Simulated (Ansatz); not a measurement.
## Energy profile

The step: BSi₄H₉Cl₂O ([SiH3][Si]([SiH3])([SiH3])[O][B]([Cl])[Cl]) + HF → BSi₄H₉ClOF ([F][B]([Cl])[O][Si]([SiH3])([SiH3])[SiH3]) + HCl; bonds formed: B1–F10, Cl2–H9; bonds broken: B1–Cl2, H9–F10 (atoms numbered as in the saddle structure below).

| atom | x (Å) | y (Å) | z (Å) |
| --- | --- | --- | --- |
| B1 | -0.7057 | 0.4906 | 2.3220 |
| Cl2 | -1.3007 | 2.4164 | 1.7371 |
| Cl3 | -0.4384 | 0.4352 | 4.0611 |
| O4 | 0.1540 | -0.0514 | 1.4626 |
| Si5 | 0.3713 | -0.2357 | -0.1883 |
| Si6 | 2.3234 | -1.4952 | -0.4691 |
| Si7 | 0.6480 | 1.8373 | -1.2574 |
| Si8 | -1.4503 | -1.3646 | -1.1412 |
| H9 | -2.3017 | 1.1857 | 1.7533 |
| F10 | -2.2080 | 0.0964 | 2.0031 |
| H11 | 2.2170 | -2.8040 | 0.2285 |
| H12 | 2.5019 | -1.7327 | -1.9272 |
| H13 | 3.5056 | -0.7577 | 0.0505 |
| H14 | 1.4926 | 2.7407 | -0.4324 |
| H15 | -0.6475 | 2.4986 | -1.5577 |
| H16 | 1.3480 | 1.5611 | -2.5428 |
| H17 | -2.6978 | -0.5610 | -1.0242 |
| H18 | -1.6638 | -2.6871 | -0.4936 |
| H19 | -1.1475 | -1.5724 | -2.5844 |

Electronic energies by CCSD(T) at an estimated basis limit (MP2 extrapolated from triple and quadruple zeta, plus CCSD(T) − MP2 in triple zeta), on PBE0-D4/def2-TZVP structures; BSi₄H₁₀Cl₂OF, closed shell; no counterpoise correction. Program: Ansatz 0.2.0. Basis: def2-TZVPP and def2-QZVPP. Cores are frozen in the correlated methods. Extrapolation: Hartree–Fock as exp(−7.88 √X), correlation as X^−2.97.

(1) Give the profile in kJ/mol, counted from the separated reactants. (To be estimated.)

The T1 diagnostic stays at or below 0.014.

Answers

(1) The calculation gives:
```
                                                                                                                                                                                           point  kJ/mol
separated: BSi₄H₉Cl₂O (linked as [SiH3][Si]([SiH3])([SiH3])[O][B]([Cl])[Cl]; B1, Cl2, Cl3, O4, Si5, Si6, Si7, Si8, H11, H12, H13, H14, H15, H16, H17, H18, H19; singlet) + HF (H9, F10; singlet)     0.0
                                                                                                                                                                                 start structure   -12.6
                                                                                                                                                                                          saddle    81.9
                                                                                                                                                                                   end structure   -63.5
separated: BSi₄H₉ClOF (linked as [F][B]([Cl])[O][Si]([SiH3])([SiH3])[SiH3]; B1, Cl3, O4, Si5, Si6, Si7, Si8, F10, H11, H12, H13, H14, H15, H16, H17, H18, H19; singlet) + HCl (Cl2, H9; singlet)   -49.9
```

For scale, one of the runs: CCSD(T)/def2-TZVPP, 485 basis functions, launched by `ansatz run in.yaml --threads 4 --pin off --events-out ev --progress --plain --max-ram 46080MiB --backend cuda --devices 0, --max-vram 37GiB`. Hardware: 4 CPU threads of an AMD EPYC 7R13 and a share of one NVIDIA H100, shared host. Wall time 30 s; peak host memory 1.1 GiB.
